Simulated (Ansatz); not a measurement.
CH$_{3}$BOS, SMILES `OB1CS1`, 7 atoms. The species carries charge 0 and has multiplicity 1. All runs use 2 threads of an Arm Neoverse V1 on a shared host. Correlated methods freeze the cores. Open-shell runs search over several starts.

Give the basis size and wall time and peak host memory of each of these runs in Ansatz. RHF-CCSD(T)/def2-SVP energy; UKS r2SCAN-D4/def2-TZVPP energy of the cation; direct RPA on PBE orbitals/def2-TZVPP energy; RKS PBE-D4/def2-TZVPP energy and forces; UKS B2PLYP (frozen core)/def2-TZVPP energy of the cation; RKS ωB97M-V/def2-SVP energy; UKS ωB97X-V/def2-TZVPP energy of the cation; UKS B3LYP-D4/def2-TZVPP energy of the cation; UKS PBE0-D4/def2-TZVPP energy of the cation; RKS PBE0-D4/def2-SVP energy; RKS ωB97M-V/def2-QZVPP energy; RKS PBE0-D4/def2-TZVP relaxation (7 steps). (Best estimate.)

Ansatz gave: Other jobs shared the machine, so times are rough.

```tsv
level	job	functions	wall time	peak host memory (GiB)
RKS PBE0-D4/def2-SVP	energy	75	0.9 s	0.13
RHF-CCSD(T)/def2-SVP	energy	75	1.6 s	0.2
RKS PBE-D4/def2-TZVPP	energy and forces	177	2.2 s	0.18
RKS ωB97M-V/def2-SVP	energy	75	3.5 s	0.19
direct RPA on PBE orbitals/def2-TZVPP	energy	177	3.7 s	0.31
UKS PBE0-D4/def2-TZVPP	energy of the cation	177	6 s	0.41
UKS B3LYP-D4/def2-TZVPP	energy of the cation	177	6.5 s	0.42
UKS B2PLYP (frozen core)/def2-TZVPP	energy of the cation	177	12 s	0.44
UKS r2SCAN-D4/def2-TZVPP	energy of the cation	177	12 s	0.38
RKS ωB97M-V/def2-QZVPP	energy	331	15 s	0.92
RKS PBE0-D4/def2-TZVP	relaxation (7 steps)	148	22 s	0.28
UKS ωB97X-V/def2-TZVPP	energy of the cation	177	30 s	0.72
```

B3LYP here is the variant with VWN-RPA as its local correlation; programs differ in this.
